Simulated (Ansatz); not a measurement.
A nudged elastic band was laid between two geometries of F$_{4}$H$_{4}$O$_{2}$W (11 atoms, charge 0, multiplicity 1).

Method: Ansatz, RKS B3LYP-D4/def2-SVP.

```yaml
movable_images: 5
climbing_image: yes
spring: 5.0 eV/Å²
optimiser: quadratic models (default)
start_path: through a guess of the saddle point
force_threshold: 0.03 eV/Å
iteration_limit: 60
end_points: relaxed
```

Initial state:

```xyz
11
Properties=species:S:1:pos:R:3
W -0.114 -0.002 0.081
F 0.237 -0.387 1.899
F 1.554 -0.909 -0.136
F -0.915 1.526 0.880
F -1.849 -0.170 -0.596
H -0.521 -1.640 0.158
O 0.322 0.601 -1.641
H 1.234 0.726 -1.941
O 1.624 1.511 0.655
H 2.289 1.031 1.175
H 1.218 2.163 1.250
```

Final state:

```xyz
11
Properties=species:S:1:pos:R:3
W 0.215 0.380 -0.190
F -0.457 0.452 2.389
F 1.767 -0.568 -0.844
F -0.614 1.988 0.283
F -1.474 -0.402 -0.262
H 0.387 -1.038 0.713
O 0.189 0.766 -2.029
H 0.709 0.220 -2.641
O 1.561 1.086 1.002
H 2.429 0.656 0.949
H 0.367 0.910 2.415
```

**Question.** Which bonds break or form, and what moves?

**Answer.** Bonds broken: W1–F2, O9–H11. Bonds formed: F2–H11.

**Question.** Give the energies along the band, and the barrier.

**Answer.** It did not converge within its limit. The highest image is number 4 of 0 to 6, 0.94 eV above the first end and 0.16 eV above the last; the last end lies 0.79 eV above the first. The band didn't meet its force threshold, so its energies are provisional: the largest band force was still 0.06 eV/Å, and over the last iterations the top stayed at 0.94 eV. The orbitals stay closed-shell, which can raise the energy where a bond breaks towards radicals; this wasn't checked here.

```tsv
image	path coordinate (Å)	energy (eV)	W1–F2 (Å)	O9–H11 (Å)	F2–H11 (Å)
0	0.00	0.00	1.89	0.97	2.81
1	1.38	0.14	1.90	0.97	2.20
2	2.76	0.14	1.91	0.97	2.33
3	4.14	0.72	2.16	1.06	1.41
4	5.52	0.94	3.32	1.81	0.94
5	6.80	0.87	3.40	1.79	0.94
6	8.08	0.79	2.67	1.86	0.94
```

Time of the run: 16 min on 4 threads of Arm Neoverse V1, on a shared host, peak memory 0.42 GiB.
